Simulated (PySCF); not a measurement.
## SbO: energy against distance

Set-up: basis Sb x2c-SVPall, O x2c-SVPall; spin-free X2C with a Gaussian nucleus; PySCF 2.14. Energies in eV from Sb + O in their ground configurations at the same level. State: ²Π (doublet), unpaired electrons π ↑.

```tsv
R (Å)	LDA	UHF-CCSD(T)	TPSS
1.581	-3.646		-1.937
1.654	-4.725	-1.952	-3.091
1.728	-5.319	-2.666	-3.748
1.783	-5.534	-2.936	-4.003
1.838	-5.600	-3.058	-4.105
1.893	-5.554	-3.068	-4.091
1.967	-5.365	-2.961	-3.940
2.059	-4.994	-2.712	-3.611
2.169	-4.439	-2.400	-3.139
2.316	-3.639		-2.535
```

Problem. Put a parabola through the three lowest points of the LDA curve and estimate Re, k and ωe (reduced mass 14.13 u; 1 eV/Å² = 0.16022 mdyn/Å; ωe = 1302.8·√(k/μ) cm⁻¹).

Solution. Through R = 1.783, 1.838, 1.893 Å the second-order coefficient is 18.5 eV/Å², so Re ≈ 1.843 Å, k ≈ 5.93 mdyn/Å and ωe ≈ 844 cm⁻¹. A polynomial fit of higher order to the unrounded LDA energies gives Re = 1.840 Å, k = 5.82 mdyn/Å, ωe = 836 cm⁻¹; anharmonicity and rounding make the difference.

The higher-order fit for each curve: LDA: Re = 1.840 Å, ωe = 836 cm⁻¹, De = 5.60 eV; TPSS: Re = 1.857 Å, ωe = 815 cm⁻¹, De = 4.11 eV. UHF-CCSD(T) gave no clean fit.

Correlated steps freeze 19 core orbitals. Correlated levels converge slowly with the basis: in double zeta they bind strong bonds too weakly, by up to about 1 eV, and carry superposition errors of some tenths. ⟨S²⟩ of the unrestricted solution departs from its pure value on part of the curve, where spin states mix. These are scalar-relativistic numbers at best; spin–orbit coupling would shift them, the dissociation energy most. Counting both spins, an empty level lies below a filled one in some of these solutions, because spin and occupation are held. The state was picked by a PBE0 search and need not be the measured ground state.
